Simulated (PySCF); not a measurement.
Dipole response of W⁺ (tungsten, charge +1)

[Xe] 4f14 5d4 6s1, high-spin 6D determinant. Calculation: PySCF 2.14, in aug-cc-pwCVTZ-PP with ECP60MDF (8s8p7d4f3g, 122 functions); scalar relativity through the core potential. Coupled (time-dependent) response in atomic units; α is the mean over directions.

| method | mean α (bohr³) | α xx, yy, zz | C₆ (like pair) | S(−4) |
| --- | --- | --- | --- | --- |
| wB97M-V | 39.51 | 38.86, 38.86, 40.79 | 340.7 | 701.7 |

S(−4) is the Cauchy moment in α(ω) = α(0) + S(−4) ω² + …

Spin-orbit coupling is absent.

α(iu) at wB97M-V:

| u (hartree) | α(iu) (bohr³) |
| --- | --- |
| 0 | 39.51 |
| 0.0500 | 37.85 |
| 0.100 | 33.77 |
| 0.200 | 24.56 |
| 0.300 | 18.01 |
| 0.500 | 11.13 |
| 0.750 | 7.261 |
| 1.00 | 5.243 |
| 1.50 | 3.179 |
| 2.00 | 2.147 |
| 3.00 | 1.162 |
| 5.00 | 0.4872 |

A single London oscillator, α(iu) = α/(1 + u²/ω²), gives C₆ = (3/4) ω α². Matching the computed C₆ needs ω = 4 × 340.7 / (3 × 39.51²) = 0.291 hartree.

For an ion, C₆ is the dispersion term alone; charge-induced terms of lower order in 1/R come first.

The components differ because the open shell of this determinant is not spherical; for a pure term their mean is the scalar polarisability.

Energies and moments cover only the electrons outside the core potential. Spin-orbit coupling, absent here, splits the open shell strongly.
